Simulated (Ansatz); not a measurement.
Reaction (formal exchange of groups at a C–N bond): `CC(C)[NH][Ga]([Cl])[Cl]` + SiH₄ → `CC(C)[SiH3]` + `[NH2][Ga]([Cl])[Cl]`

Gas-phase electronic energies from Ansatz, PBE0-D4/def2-TZVP geometries. CCSD(T)/CBS adds triple-zeta CCSD(T) − MP2 to the extrapolated MP2 energy (def2 sets, frozen cores). This one scheme is used for every species. For Ga outer-core shells are correlated without core-valence functions, which leaves a few kJ/mol of doubt a bond. Scalar relativity is left out up to krypton. Each species was taken in one conformer, which may not be the lowest.

```tsv
level	ΔE (kJ/mol)
MP2/def2-SVP	-24.3
HF/def2-TZVPP	-40.8
CCSD/def2-TZVPP	-39.7
CCSD/CBS(def2)	-43.7
```

Problem. What does CCSD(T)/CBS give? (An estimate is asked.)

Solution. Ansatz gave: -42.4 kJ/mol. The listed levels differ from it by 18.1, 1.6, 2.7, -1.3 kJ/mol.

Largest T1 diagnostic among the species: 0.011.

The D4 term adds +3.6 kJ/mol with B3LYP and +2.5 kJ/mol with PBE0; it sums over pairs of atoms, weighted by their polarisabilities, and B3LYP, whose exchange is more repulsive, gets the larger term. Leaving LDA and LC-ωPBE aside and taking each functional with its dispersion term where it has one, the values, not all of them listed here, spread over 8.6 kJ/mol, from r2SCAN0-D4 to BLYP-D4. LDA lies +6.4 kJ/mol from PBE without D4.

B3LYP here is the variant with VWN-RPA as its local correlation; programs differ in this.
